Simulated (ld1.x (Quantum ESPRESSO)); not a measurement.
Results of a calculation; reference values are marked as such.
# Potentials for bismuth (Bi) compared

Generated with ld1.x 7.5 (TM, RRKJ, ultrasoft, PAW), atompaw 4.2 or ONCVPSP 4.0.1. The cutoff is in Ry: for ld1.x and atompaw files where the sum of valence levels is converged to 10 mRy in a Bessel basis, for ONCV files where the hardest occupied wave has 1 mHa per electron of residual kinetic energy. The error is the largest all-electron minus pseudo excitation energy over each file’s own four to seven test configurations (ionisations up to +4, promotions, holes and added fractions of an electron), all of which were solved. The labels leave out finer settings (local radius, basis sizes, second energies), which also bear on the numbers. Spin-polarised tests are not counted. The rows are a selection from randomly drawn settings: files with unsolved tests, undetermined cutoffs or missed reference levels are left out.

A true bound ghost makes a file unfit for plane-wave use even where its test errors are small: the radial tests pick states by their node count and pass the ghost by.

```tsv
potential	cutoff (Ry)	largest error (meV)	bound ghosts
TM semilocal, PBEsol, scalar-relativistic, rc 1.80/2.00 (sp), local p, core correction yes, reference 6s1.5 6p3.5	30	-760	none
TM, BP86, scalar-relativistic, rc 1.90/2.45 (sp), local s, core correction yes, reference 6s2 6p1	25	-61	none
PAW, PBE, scalar-relativistic, rc 1.75/1.90/1.55 (spd), local smoothed, core correction yes, reference 5s2 5p6 5d10 6s2 6p2	60	-131	none
RRKJ, LDA (PZ), scalar-relativistic, rc 1.60/1.75 (sp), local s, core correction yes, reference 6s1 6p4	45	-627	p
TM, PBE, scalar-relativistic, rc 1.45/1.85/1.80 (spd), local s, core correction no, reference 5d10 6s1.5 6p3.5	60	+9.3	none
TM, PBE, scalar-relativistic, rc 1.50/1.75/1.10 (spd), local smoothed, core correction no, reference 5d10 6s2 6p3	100	-234	s, p
```

(1) Fill in the row for Bi: TM, LDA (PZ), fully relativistic, rc 1.80/2.05 (sp), local s, core correction yes, reference 6s1.75 6p3.25.

Results:

(1) cutoff 30 Ry, largest error -769 meV, bound ghosts: none.
